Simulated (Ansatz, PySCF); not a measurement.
Species: GaF3 (charge -1, doublet). 
Coordinates optimised at B3LYP-D3(BJ)/def2-TZVP (Ansatz, a program for electronic structure):
```
Ga
F 1 1.8370
F 1 1.8370 2 106.67
F 1 1.8370 2 106.67 3 113.72
```
Charge -1, spin multiplicity 2.

Total electronic energies in hartree. Valence correlation only, unless marked. UHF or UKS for open shells. Spin-orbit coupling is left out. The frozen core is the preceding noble-gas configuration, with the filled d and f shells of earlier blocks. Non-relativistic. CBS(X,Y): correlation extrapolated as X^-3; Hartree-Fock from the larger set. [CCSD(T)-MP2]/basis is that difference in the basis named.

```
level                                                                 program  energy (Eh)
-------------------------------------------------------------  --------------  -----------
HF/def2-TZVPD                                                           PySCF  -2221.87952
HF/cc-pVQZ                                                             Ansatz  -2221.92464
RI-HF/aug-cc-pVTZ                                                      Ansatz  -2221.90124
RI-HF/aug-cc-pVQZ                                                      Ansatz  -2221.92730
BLYP-D3(BJ)/def2-TZVPD                                         Ansatz + dftd3  -2224.77427
BLYP/def2-TZVPD                                                        Ansatz  -2224.77120
revPBE-D4/def2-TZVPD                                           Ansatz + dftd4  -2224.47381
r2SCAN-D3(BJ)/def2-TZVPD                                       Ansatz + dftd3  -2224.58328
B3LYP-D4/def2-TZVPD                                            Ansatz + dftd4  -2224.76880
PBE0/def2-TZVP                                                         Ansatz  -2224.16161
HSE06/def2-TZVPD                                                       Ansatz  -2224.15845
B2PLYP-D3(BJ)/def2-TZVPD                                       Ansatz + dftd3  -2224.15523
RPA@PBE/cc-pVTZ                                                        Ansatz  -2223.07613
RPA@PBE/cc-pVQZ                                                        Ansatz  -2223.25143
MP2/cc-pVDZ                                                            Ansatz  -2222.33311
RI-MP2/aug-cc-pVTZ                                                     Ansatz  -2222.77545
SCS-MP2/6-31G                                                          Ansatz  -2221.75860
SCS-MP2/cc-pVTZ                                                        Ansatz  -2222.70817
CCSD/6-31G*                                                            Ansatz  -2222.02501
CCSD(T)/6-31G                                                          Ansatz  -2221.77718
CCSD(T)/6-31G*                                                         Ansatz  -2222.03515
CCSD(T)/aug-cc-pVDZ                                                    Ansatz  -2222.47283
RI-MP2/CBS(aug-cc-pVTZ,aug-cc-pVQZ)+[CCSD(T)-MP2]/aug-cc-pVDZ          Ansatz   -2222.9329
```

Totals of different functionals don't rank their quality; only differences between species are comparable.
